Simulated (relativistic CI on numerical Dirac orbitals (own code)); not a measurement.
Hyperfine structure of Ge²⁷⁺, mass number 73

Computed by Dirac-Coulomb-Breit CI, KLI orbitals optimised for each configuration, a model potential for QED, unscaled Slater integrals (own radial code, finite nucleus).

CI space (outside the closed core 1s2): 2s²2p, 2s2p², 2p³, 2p²3s, 2p²3p, 2p²3d, 2s²3s, 2s²3p, 2s²3d, 2s2p3s, 2s2p3p, 2s2p3d, 2s²4s, 2s²4p, 2s²4d, 2s²4f. Levels of other configurations are missing.

Nuclear spin I = 9/2, μ = -0.87824 μN, Q = -0.196 b (tables of Stone and Pyykkö). The electronic factors are computed for point nuclear moments, without core polarisation or the Bohr-Weisskopf and QED corrections.

```tsv
Level	E (cm⁻¹)	A (GHz)	B (GHz)
2s²2p ²P°1/2	0	-62.21	
2s²2p ²P°3/2	294208	-11.62	-21.1
2s2p² ⁴P1/2	570121	-139.7	
2s2p² ⁴P3/2	736904	-50.86	-17
2s2p² ⁴P5/2	843122	-54.67	10.7
2s2p² ²D3/2	1105732	4.736	-24.2
2s2p² ²P1/2	1204236	-15.3	
2s2p² ²D5/2	1211749	-52.84	-31.9
```

Levels with J = 0, under 50 % of one LS term, or S terms without an open s electron are left out. Small factors come from cancelling terms and can be off by tens of per cent or more.

At this charge energies of transitions that change n are usually good to better than 1 %, and those within a shell (Δn = 0) to a few per cent.

Question: Give the hyperfine levels of 2s²2p ²P°1/2 relative to its centre of gravity.

Answer: With K = F(F + 1) − I(I + 1) − J(J + 1), E = AK/2: F = 4: 171.1, F = 5: -140 GHz.

LS names give the leading component of a level, which can be under half, so a name can repeat, a term be missing and a line seem to break the LS rules.
